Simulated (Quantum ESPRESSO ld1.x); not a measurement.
The numbers below are computed, except where a source is named.
Problem. Successive ionisation energies (eV) of one element, from differences of total energies of ions in their ground configurations, starting at charge 22: 626.79, 672.39, 719.14, 767.02, 1008.4, 1056.2, 1104.7, 1153.8, 1203.5, 1253.8, 1304.7, 1356.1, 1408.2, 1460.8, 1695.8, 1749.1, 1802.7, 1856.6, 1910.7, 1964.9, 2173.9, 2227.9. Level of theory: scalar-relativistic Kohn-Sham, LDA (Slater exchange, VWN5 correlation), spin-unpolarised, spherical densities, point nucleus (ld1.x of Quantum ESPRESSO 7.5). Which element is it?

Solution. Hafnium (Z = 72). The first species listed is Hf22+ in [Kr] 4d10 4f4, the last Hf43+ in [Ar] 3d10 4s1.
